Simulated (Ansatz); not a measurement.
`[CH3][In]([Cl])[C]#N` + HCl → `N#[C][In]([Cl])[Cl]` + CH₄  (ligand exchange at the In–C bond)

Program: Ansatz. Geometries: PBE0-D4/def2-TZVP. ΔE: electronic, gas phase. CCSD(T)/CBS is the MP2 limit (def2-TZVPP, def2-QZVPP) plus CCSD(T) − MP2 in def2-TZVPP, frozen cores. This one scheme is used for every species. DFT in def2-TZVPP. HSE06 is defined as in plane-wave codes. def2 core potentials past Kr. For In outer-core shells are correlated without core-valence functions, which leaves a few kJ/mol of doubt a bond.

```tsv
level	ΔE (kJ/mol)	difference from CCSD(T)/CBS
LDA (SPW92)	-99.8	10.2
r2SCAN-D4	-115.7	-5.7
B2PLYP	-114.0	-4.0
PBE	-108.3	1.7
revPBE	-110.1	-0.1
PBE0	-111.9	-1.9
HSE06	-112.0	-2.0
CAM-B3LYP	-113.6	-3.6
HF/def2-QZVPP	-133.4	-23.4
CCSD/CBS(def2)	-111.3	-1.3
CCSD(T)/CBS	-110.0	0
```

Largest T1 diagnostic among the species: 0.014.

From BLYP to BHLYP (50 % exact exchange), in def2-TZVPP and without D4, ΔE moves by −8.5 kJ/mol. Leaving LDA and LC-ωPBE aside and taking each functional with its dispersion term where it has one, the values, not all of them listed here, spread over 15.8 kJ/mol, from B97M-V to PBE-D4. LDA lies +8.5 kJ/mol from PBE without D4. In def2-TZVPP, CCSD(T) changes the Hartree–Fock value by +26.2 kJ/mol (the triples alone add +1.3 kJ/mol) and MP2 by +26.5 kJ/mol.
